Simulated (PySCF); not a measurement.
C₂H₆BeS, SMILES [CH3][Be][S]C.

Geometry: r2SCAN-D4/def2-SVP. One conformer was computed; it need not be the lowest.

Level of theory: TDDFT-M06-2X/def2-SVPD run with PySCF.

Vertical excitations. Gas-phase values at a fixed geometry.

```
state  energy (eV)  λ (nm)      f                                                            main pairs
-----  -----------  ------  -----  --------------------------------------------------------------------
S1            4.73     262  0.000                                                        HOMO→LUMO 87 %
S2            5.94     209  0.010                                    HOMO−1→LUMO 66 %, HOMO→LUMO+2 17 %
S3            6.02     206  0.038                                    HOMO→LUMO+1 64 %, HOMO→LUMO+3 24 %
S4            6.30     197  0.100                  HOMO→LUMO+2 61 %, HOMO−1→LUMO 19 %, HOMO→LUMO+5 11 %
S5            6.85     181  0.000                                HOMO−1→LUMO+2 61 %, HOMO−1→LUMO+5 21 %
S6            6.91     179  0.015                                    HOMO→LUMO+3 70 %, HOMO→LUMO+1 23 %
S7            7.02     177  0.000                                    HOMO→LUMO+6 52 %, HOMO→LUMO+4 25 %
S8            7.07     175  0.004                                                      HOMO−2→LUMO 75 %
S9            7.25     171  0.149                                HOMO−1→LUMO+1 60 %, HOMO−1→LUMO+3 16 %
S10           7.32     169  0.000  HOMO→LUMO+4 52 %, HOMO→LUMO+10 13 %, HOMO→LUMO+6 12 %, HOMO→LUMO 9 %
T1            4.51     275      0                                                        HOMO→LUMO 83 %
T2            5.40     230      0                                    HOMO→LUMO+2 58 %, HOMO→LUMO+5 29 %
T3            5.64     220      0                                                      HOMO−1→LUMO 76 %
T4            5.86     212      0                                    HOMO→LUMO+1 57 %, HOMO→LUMO+3 26 %
```
Triplets are in the Tamm–Dancoff approximation, which puts them higher than full response would, so one can lie above its singlet here.
